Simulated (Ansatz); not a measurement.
Harmonic frequencies (cm⁻¹) at PBE0-D4/def2-TZVP from Ansatz: 148, 175, 234, 242, 332, 347, 376, 377, 620, 692, 794, 909, 1559, 1569, 3619, 3620, 3711, 3711.

Each molecule was computed in one conformer, which needn't be the lowest.

Task: Which molecule is it?
A. `[SiH3][O][Al]([Cl])[Cl]`
B. `[AlH2][O][SiH3]`
C. `[NH2][Al]([NH2])[Br]`
D. `[Cl][Al]([Cl])[GeH3]`

Result: C.
